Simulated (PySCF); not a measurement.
Interval between two levels of Cd⁺ by level of theory

Cd⁺ [Kr] 4d10 5s1 [2S1/2, M_J = 1/2] → Cd⁺ [Kr] 4d10 5p1 [2P3/2, M_J = 3/2], as a difference of total energies. Calculation: PySCF 2.14, in x2c-TZVPall-2c (8s9p7d1f, 77 functions); the two-component X2C-1e Hamiltonian. Correlated levels: [Ar] 3d10 frozen; the 6 highest virtual spinors dropped. "Screened" scales the spin-orbit matrix elements by Boettger's factors to mimic the two-electron term; Breit and QED terms are absent.

Problem. Order these methods by the interval between two levels they give, lowest first.
A. GMP2 (spin-free)
B. GMP2 (screened spin-orbit)
C. GHF (screened spin-orbit)
D. GHF (spin-free)

Solution. D (41813 cm⁻¹), C (42484 cm⁻¹), A (45311 cm⁻¹), B (46072 cm⁻¹).

The spin-free rows lack the spin-orbit shift.

Errors of the correlated levels include the incompleteness of this basis and the frozen core.

For comparison: 46619 cm⁻¹ (measured; NIST Handbook of Basic Atomic Spectroscopic Data (Sansonetti and Martin, J. Phys. Chem. Ref. Data 34, 1559 (2005))).
